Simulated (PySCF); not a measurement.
Molecule: `FC1C[SiH2]C1`, C3H7FSi.

Molfile (atoms numbered from 1):
```
C3H7FSi
     RDKit          3D

 12 12  0  0  0  0  0  0  0  0999 V2000
    1.0294   -1.9270    0.6412 F   0  0  0  0  0  0  0  0  0  0  0  0
    0.3265   -0.7458    0.6589 C   0  0  0  0  0  0  0  0  0  0  0  0
   -0.9177   -0.7376   -0.2405 C   0  0  0  0  0  0  0  0  0  0  0  0
   -0.5670    1.1093   -0.5144 Si  0  0  0  0  0  4  0  0  0  0  0  0
    1.1047    0.4579    0.1095 C   0  0  0  0  0  0  0  0  0  0  0  0
    0.0328   -0.5571    1.7081 H   0  0  0  0  0  0  0  0  0  0  0  0
   -0.6876   -1.2818   -1.1722 H   0  0  0  0  0  0  0  0  0  0  0  0
   -1.8455   -1.1385    0.1879 H   0  0  0  0  0  0  0  0  0  0  0  0
   -1.2743    2.0296    0.4247 H   0  0  0  0  0  0  0  0  0  0  0  0
   -0.6491    1.6558   -1.9005 H   0  0  0  0  0  0  0  0  0  0  0  0
    1.7593    0.9905    0.8114 H   0  0  0  0  0  0  0  0  0  0  0  0
    1.7003    0.1295   -0.7590 H   0  0  0  0  0  0  0  0  0  0  0  0
  1  2  1  0
  2  3  1  0
  3  4  1  0
  4  5  1  0
  5  2  1  0
  2  6  1  0
  3  7  1  0
  3  8  1  0
  4  9  1  0
  4 10  1  0
  5 11  1  0
  5 12  1  0
M  END
```

Geometry PBE0-D3(BJ)/def2-SVP throughout; GIAO in PySCF 2.14, gas phase, one conformer, non-relativistic; equivalent atoms averaged; basis pcSseg-2.

**Question.** How do the shifts δ (against CFCl3, TMS at the same level) depend on the functional? (ppm; last column core-seconds on shared hosts with different chips, so compare them loosely; the GGAs took longer than the global hybrids here, which isn't the general rule, and the cause wasn't traced)

**Answer.** 
| functional | kind | F1 | C2 | C3/C5 | Si4 | H6 | H10 | H9 | H8/H11 | H7/H12 | core-s |
| --- | --- | --- | --- | --- | --- | --- | --- | --- | --- | --- | --- |
| HF | Hartree–Fock | -125.1 | 80.1 | 19.0 | -53.9 | 4.49 | 4.15 | 3.97 | 1.54 | 1.39 | 17 |
| LDA | LDA | -161.0 | 96.0 | 23.7 | -75.4 | 5.28 | 4.68 | 4.45 | 1.81 | 1.59 | 31 |
| PBE | GGA | -156.7 | 94.0 | 23.4 | -69.7 | 5.18 | 4.52 | 4.29 | 1.79 | 1.55 | 46 |
| BLYP | GGA | -156.2 | 95.8 | 24.2 | -70.4 | 5.14 | 4.45 | 4.22 | 1.78 | 1.50 | 41 |
| BP86 | GGA | -158.8 | 93.9 | 23.5 | -68.4 | 5.16 | 4.52 | 4.29 | 1.78 | 1.55 | 40 |
| OPBE | GGA | -154.3 | 90.1 | 22.2 | -62.7 | 5.16 | 4.44 | 4.24 | 1.77 | 1.62 | 40 |
| KT2 | GGA | -156.8 | 92.1 | 23.7 | -67.5 | 5.22 | 4.48 | 4.25 | 1.84 | 1.61 | 43 |
| KT3 | GGA | -153.4 | 91.2 | 23.3 | -63.6 | 5.15 | 4.32 | 4.11 | 1.81 | 1.59 | 42 |
| B97-D | GGA | -154.5 | 92.9 | 23.3 | -65.3 | 5.13 | 4.39 | 4.17 | 1.77 | 1.54 | 39 |
| B3LYP | global hybrid | -148.8 | 92.4 | 23.1 | -66.0 | 4.98 | 4.37 | 4.16 | 1.72 | 1.50 | 28 |
| PBE0 | global hybrid | -147.4 | 90.0 | 22.1 | -64.1 | 4.96 | 4.41 | 4.20 | 1.71 | 1.54 | 27 |
| mPW1PW91 | global hybrid | -147.8 | 90.1 | 22.2 | -63.0 | 4.95 | 4.39 | 4.19 | 1.70 | 1.54 | 28 |
| WP04 | global hybrid | -154.6 | 94.4 | 24.3 | -55.3 | 4.79 | 3.89 | 3.66 | 1.66 | 1.54 | 27 |
| B97-2 | global hybrid | -147.3 | 89.7 | 22.1 | -62.2 | 4.96 | 4.34 | 4.13 | 1.71 | 1.54 | 30 |
| BHandHLYP | global hybrid | -138.7 | 87.9 | 21.6 | -60.8 | 4.78 | 4.26 | 4.06 | 1.65 | 1.48 | 29 |
| CAM-B3LYP | range-separated hybrid | -143.9 | 91.4 | 22.4 | -65.2 | 4.92 | 4.35 | 4.15 | 1.69 | 1.48 | 35 |
| wB97X-D | range-separated hybrid | -145.7 | 89.5 | 21.7 | -62.6 | 4.86 | 4.37 | 4.18 | 1.66 | 1.50 | 34 |
| LC-wPBE | range-separated hybrid | -140.3 | 89.1 | 21.0 | -61.0 | 4.83 | 4.31 | 4.12 | 1.64 | 1.49 | 43 |

**Question.** Which nucleus moves most, in ppm?

**Answer.** F1 (fluorine on an sp3 carbon): from -161.0 ppm with LDA to -125.1 ppm with HF. The smallest spread is 0.23 ppm, at H7/H12. Proton shifts span only some 12 ppm, so a few tenths of a ppm matter as much there as several ppm in carbon.
